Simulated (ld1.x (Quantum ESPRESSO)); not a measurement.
**Varying the PAW potential for arsenic**

Base potential:

ld1.x (Quantum ESPRESSO) 7.5 input, shortened:

```
&input
   title='As', zed=33., rel=2, dft='PZ', iswitch=3,
   config='[Ar] 3d10 4s2 4p1', rel_dist='average'
 /
 &inputp
   pseudotype=3, lpaw=.true., tm=.true., lloc=-1, rcloc=1.45,
   nlcc=.true., new_core_ps=.true.,
   which_augfun='PSQ', rmatch_augfun_nc=.true.
 /
6
4S  1  0   2.00   0.00  1.35  1.65  0.0
4S  1  0   0.00  -2.10  1.35  1.65  0.0
4P  2  1   1.00   0.00  1.35  1.85  0.0
4P  2  1   0.00   1.25  1.35  1.85  0.0
3D  3  2  10.00   0.00  0.70  0.90  0.0
3D  3  2   0.00  -2.80  0.70  0.90  0.0
 &test
   configts(1)='3d10 4s2 4p1'
 /
```

Open shells are filled in proportion to 2j + 1 (rel_dist='average').

Cutoffs, loose and tight: the cutoffs (Ry, on a coarse ladder) from which the occupation-weighted sum of valence levels, in a spherical-Bessel basis at the reference potential, stays within 10 and 1 mRy of its value at 400 Ry. They do not see the model core or the augmentation charge, which bear on the density cutoff. Test errors are all-electron minus pseudo excitation energies from the reference, over the configurations 3d10 4s2 4p3; 3d10 4s2 4p2; 3d10 4s2 4p0; 3d9 4s2 4p4; 3d10 4s2 4p3.3; 3d9 4s2 4p3; 3d10 4s1 4p0. A dash means not determined; rows that change the core or the reference have their own tests.

Cutoffs are not given where the Bessel-basis levels miss the radial ones by over 6 mRy, ghosts where they miss by over 20 mRy; a channel whose overlap is not positive is not tested.

The default core radius of the base comes out at 0.28 bohr.

```tsv
change	outcome	cutoff, loose	cutoff, tight	bound ghosts	largest test error (meV)
base	generated	–	–	not determined	-254
wave 4p channel at 1.25 Ry: rcut 1.35, rcutus 1.85 bohr becomes 4p channel at -1.11 Ry: rcut 1.35, rcutus 1.85 bohr	generated	–	–	not determined	-256
core correction Bessel-smoothed model core inside 0.78 bohr	generated	–	–	not determined	-254
local potential all-electron potential smoothed inside 0.90 bohr (lloc = -1)	generated	–	–	not determined	-250
type ultrasoft; local potential all-electron potential smoothed inside 1.30 bohr (lloc = -1); augmentation built from norm-conserving waves at rcut, not smoothed further	generated	200 Ry	300 Ry	none	-635
reference 3d10 4s2 4p3	generated	–	–	not determined	-332
core [Ar] 3d10, valence charge 5; reference 4s1.75 4p3.25; waves now 4s (bound): rcut 1.50, rcutus 1.75 bohr; 4s channel at -2.1 Ry: rcut 1.50, rcutus 1.75 bohr; 4p (bound): rcut 1.35, rcutus 1.55 bohr; 4p channel at 1.25 Ry: rcut 1.35, rcutus 1.55 bohr; local potential all-electron potential smoothed inside 1.15 bohr (lloc = -1)	generated	–	–	not determined	test run stopped at test 1 of 7 (negative rho)
local potential all-electron potential smoothed inside 1.35 bohr (lloc = -1)	generated	–	–	not determined	-237
```

(1) What comes out with this change to the base: scalar-relativistic?

(2) What comes out with this change to the base: waves 4p (bound): rcut 1.26, rcutus 1.34 bohr; 4p channel at 1.25 Ry: rcut 1.26, rcutus 1.34 bohr?

Answers

(1) outcome: generated; cutoff, loose: 200 Ry; cutoff, tight: 300 Ry; bound ghosts: none; largest test error (meV): -256.

(2) outcome: failed: run_pseudo: Errors in PS-KS equation. Cause: the pseudo-atom solver did not find the valence states with the expected number of nodes, which is the usual sign of a ghost state.
